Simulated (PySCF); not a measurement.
Constitutional and geometric isomers with formula H4OSi2. Isolated molecules, 0 K electronic values unless said otherwise. One relaxed conformer stands for each flexible species; it need not be the lowest. Strings in code marks are SMILES.

Calculation: PySCF with PBE-D3(BJ)/def2-TZVP // B3LYP-D3(BJ)/def2-TZVP. All candidates: neutral, multiplicity 1. Excitations are Tamm–Dancoff values on a coarser integration grid. The basis has no diffuse functions, so Rydberg states are missing or too high.

The HOMO is -5.25 eV and the S1 excitation (TDA) is 4.07 eV. The LUMO is -3.76 eV.

### Question
Identify which member has these values.
A) `O1[SiH2][SiH2]1`
B) `O=[SiH][SiH3]`
C) `O[SiH]=[SiH2]` (H–O–Si–Si torsion 31°)

### Answer
A, `O1[SiH2][SiH2]1`. The others give `O=[SiH][SiH3]`: -6.37 eV, 3.31 eV, -3.25 eV; `O[SiH]=[SiH2]` (H–O–Si–Si torsion 31°): -5.21 eV, 3.87 eV, -2.79 eV
